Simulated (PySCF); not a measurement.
# `Clc1cccc2n[se]nc12`, C$_{6}$H$_{3}$ClN$_{2}$Se

Molfile (atoms numbered from 1):
```
C6H3ClN2Se
     RDKit          3D

 13 14  0  0  0  0  0  0  0  0999 V2000
   -0.0931    3.6116    0.0092 Cl  0  0  0  0  0  0  0  0  0  0  0  0
   -0.1017    1.8961    0.1181 C   0  0  0  0  0  0  0  0  0  0  0  0
   -1.2688    1.1875    0.1920 C   0  0  0  0  0  0  0  0  0  0  0  0
   -1.2649   -0.2394    0.2824 C   0  0  0  0  0  0  0  0  0  0  0  0
   -0.1065   -0.9631    0.3005 C   0  0  0  0  0  0  0  0  0  0  0  0
    1.1372   -0.2642    0.2260 C   0  0  0  0  0  0  0  0  0  0  0  0
    2.3272   -0.8446    0.2350 N   0  0  0  0  0  0  0  0  0  0  0  0
    3.5327    0.4533    0.1214 Se  0  0  0  0  0  2  0  0  0  0  0  0
    2.3400    1.7660    0.0653 N   0  0  0  0  0  0  0  0  0  0  0  0
    1.1515    1.1960    0.1315 C   0  0  0  0  0  0  0  0  0  0  0  0
   -2.2173    1.7270    0.1814 H   0  0  0  0  0  0  0  0  0  0  0  0
   -2.2273   -0.7531    0.3383 H   0  0  0  0  0  0  0  0  0  0  0  0
   -0.0980   -2.0512    0.3693 H   0  0  0  0  0  0  0  0  0  0  0  0
  1  2  1  0
  2  3  2  0
  3  4  1  0
  4  5  2  0
  5  6  1  0
  6  7  2  0
  7  8  1  0
  8  9  1  0
  9 10  2  0
 10  2  1  0
 10  6  1  0
  3 11  1  0
  4 12  1  0
  5 13  1  0
M  END
```

The calculation used TDDFT CAM-B3LYP/aug-cc-pVDZ excited states, vertical, gas phase (PySCF). Geometry: PBE0-D3(BJ)/def2-SVP.

The calculation is non-relativistic, which matters for the atoms heavier than Zn.

Task: How strongly do the lowest singlets absorb one photon, and two photons of half the energy?

Result: δ for parallel linear polarisation; σ at the peak of a Lorentzian of half width 0.1 eV, single beam; Ω is circular over linear.
| state | E (eV) | f | photon λ (nm) | δ (au) | σ (GM) | Ω | main |
| --- | --- | --- | --- | --- | --- | --- | --- |
| S1 | 3.63 | 0.069 | 684 | 56.2 | 0.27 | 1.17 | HOMO→LUMO 0.98 |
| S2 | 4.26 | 0.254 | 582 | 32.5 | 0.22 | 0.65 | HOMO−1→LUMO 0.91 |
| S3 | 4.39 | 0.000 | 565 | 0.72 | 0.01 | 1.50 | HOMO−2→LUMO 0.88 |
| S4 | 4.97 | 0.000 | 499 | 0.18 | 0.00 | 1.50 | HOMO−4→LUMO 0.82, HOMO−5→LUMO 0.13 |
| S5 | 5.44 | 0.000 | 456 | 1.36 | 0.01 | 1.50 | HOMO−1→LUMO+1 0.82 |
| S6 | 5.74 | 0.002 | 432 | 2.24 | 0.03 | 1.50 | HOMO→LUMO+1 0.80 |

Among these, the strongest one-photon state is S2, the strongest two-photon state S1, with a dipole change of 3.5 D (relaxed, norm of the difference vector).
